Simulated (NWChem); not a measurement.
All runs are NWChem calculations. System: F2Sn, charge 0, spin multiplicity 1, displaced from the optimised geometry. The structure started from a generated list of species.

Input file:

```
start mol
memory heap 200 mb stack 900 mb global 1100 mb
geometry units angstroms nocenter noautoz
  Sn     0.000000     0.000000    -0.354124
  F      1.504781     0.000000     0.983677
  F     -1.504781     0.000000     0.983677
  symmetry group C2v
end
basis spherical
  * library def2-tzvp
end
ecp
  Sn library def2-ecp
end
dft
  xc becke88 lyp
  semidirect memsize 60000000 filesize 0
  iterations 100
  convergence nodiis damp 40
end
task dft gradient
```

The output up to the point where the run's verdict is printed (cleaned and shortened):

```
             Northwest Computational Chemistry Package (NWChem) 7.3.0
             --------------------------------------------------------

                                NWChem Input Module
                                -------------------

 Scaling coordinates for geometry "geometry" by  1.889725989
 (inverse scale =  0.529177249)

 Turning off AUTOSYM since
 SYMMETRY directive was detected!

                             Geometry "geometry" -> ""
                             -------------------------

 Output coordinates in angstroms (scale by  1.889725989 to convert to a.u.)

  No.       Tag          Charge          X              Y              Z
 ---- ---------------- ---------- -------------- -------------- --------------
    1 Sn                  50.0000     0.00000000     0.00000000    -0.35412400
    2 F                    9.0000     1.50478100     0.00000000     0.98367700
    3 F                    9.0000    -1.50478100     0.00000000     0.98367700

 Effective nuclear repulsion energy (a.u.)     250.7786131378

            Nuclear Dipole moment (a.u.)
            ----------------------------
        X                 Y               Z
 ---------------- ---------------- ----------------
     0.0000000000     0.0000000000    -0.0000264562

      Symmetry information
      --------------------

 Group name             C2v
 Group number             16
 Group order               4
 No. of unique centers     2

      Symmetry unique atoms

     1    2


 Summary of "ao basis" -> "" (spherical)
 ------------------------------------------------------------------------------
       Tag                 Description            Shells   Functions and Types
 ---------------- ------------------------------  ------  ---------------------
 *                         def2-tzvp                  on all atoms

                                 NWChem DFT Module
                                 -----------------

 Summary of "ao basis" -> "ao basis" (spherical)
 ------------------------------------------------------------------------------
       Tag                 Description            Shells   Functions and Types
[...]
 Grid integrated density:      39.999942869861
 Requested integration accuracy:   0.10E-05
 d= 0,ls=0.5         70   -294.0034982852 -1.27D+02  4.86D-01              30.4
 d= 0,ls=0.5         71   -167.4849426849  1.27D+02  4.86D-01              30.7
 Grid integrated density:      39.999942869861
 Requested integration accuracy:   0.10E-05
 d= 0,ls=0.5         72   -294.0034982852 -1.27D+02  4.86D-01              31.0
 d= 0,ls=0.5         73   -167.4849426849  1.27D+02  4.86D-01              31.3
 Grid integrated density:      39.999942869861
 Requested integration accuracy:   0.10E-05
 d= 0,ls=0.5         74   -294.0034982852 -1.27D+02  4.86D-01              31.6
 d= 0,ls=0.5         75   -167.4849426849  1.27D+02  4.86D-01              32.1
 Grid integrated density:      39.999942869861
 Requested integration accuracy:   0.10E-05
 d= 0,ls=0.5         76   -294.0034982852 -1.27D+02  4.86D-01              32.5
 d= 0,ls=0.5         77   -167.4849426849  1.27D+02  4.86D-01              32.8
 Grid integrated density:      39.999942869861
 Requested integration accuracy:   0.10E-05
 d= 0,ls=0.5         78   -294.0034982852 -1.27D+02  4.86D-01              33.2
 d= 0,ls=0.5         79   -167.4849426849  1.27D+02  4.86D-01              33.7
 Grid integrated density:      39.999942869861
 Requested integration accuracy:   0.10E-05
 d= 0,ls=0.5         80   -294.0034982852 -1.27D+02  4.86D-01              34.1
 d= 0,ls=0.5         81   -167.4849426849  1.27D+02  4.86D-01              34.5
 Grid integrated density:      39.999942869861
 Requested integration accuracy:   0.10E-05
 d= 0,ls=0.5         82   -294.0034982852 -1.27D+02  4.86D-01              34.9
 d= 0,ls=0.5         83   -167.4849426849  1.27D+02  4.86D-01              35.3
 Grid integrated density:      39.999942869861
 Requested integration accuracy:   0.10E-05
 d= 0,ls=0.5         84   -294.0034982852 -1.27D+02  4.86D-01              35.6
 d= 0,ls=0.5         85   -167.4849426849  1.27D+02  4.86D-01              35.9
 Grid integrated density:      39.999942869861
 Requested integration accuracy:   0.10E-05
 d= 0,ls=0.5         86   -294.0034982852 -1.27D+02  4.86D-01              36.3
 d= 0,ls=0.5         87   -167.4849426849  1.27D+02  4.86D-01              36.6
 Grid integrated density:      39.999942869861
 Requested integration accuracy:   0.10E-05
 d= 0,ls=0.5         88   -294.0034982852 -1.27D+02  4.86D-01              36.9
 d= 0,ls=0.5         89   -167.4849426849  1.27D+02  4.86D-01              37.3
 Grid integrated density:      39.999942869861
 Requested integration accuracy:   0.10E-05
 d= 0,ls=0.5         90   -294.0034982852 -1.27D+02  4.86D-01              37.6
 d= 0,ls=0.5         91   -167.4849426849  1.27D+02  4.86D-01              37.7
 Grid integrated density:      39.999942869861
 Requested integration accuracy:   0.10E-05
 d= 0,ls=0.5         92   -294.0034982852 -1.27D+02  4.86D-01              37.9
 d= 0,ls=0.5         93   -167.4849426849  1.27D+02  4.86D-01              38.1
 Grid integrated density:      39.999942869861
 Requested integration accuracy:   0.10E-05
 d= 0,ls=0.5         94   -294.0034982852 -1.27D+02  4.86D-01              38.2
 d= 0,ls=0.5         95   -167.4849426849  1.27D+02  4.86D-01              38.4
 Grid integrated density:      39.999942869861
 Requested integration accuracy:   0.10E-05
 d= 0,ls=0.5         96   -294.0034982852 -1.27D+02  4.86D-01              38.6
 d= 0,ls=0.5         97   -167.4849426849  1.27D+02  4.86D-01              38.7
 Grid integrated density:      39.999942869861
 Requested integration accuracy:   0.10E-05
 d= 0,ls=0.5         98   -294.0034982852 -1.27D+02  4.86D-01              38.9
 d= 0,ls=0.5         99   -167.4849426849  1.27D+02  4.86D-01              39.1
 Grid integrated density:      39.999942869861
 Requested integration accuracy:   0.10E-05
 d= 0,ls=0.5        100   -294.0034982852 -1.27D+02  4.86D-01              39.2
```

The run did not converge; its last values are not results. The next line reads: Calculation failed to converge. NWChem stopped with the message: dft gradient failed.
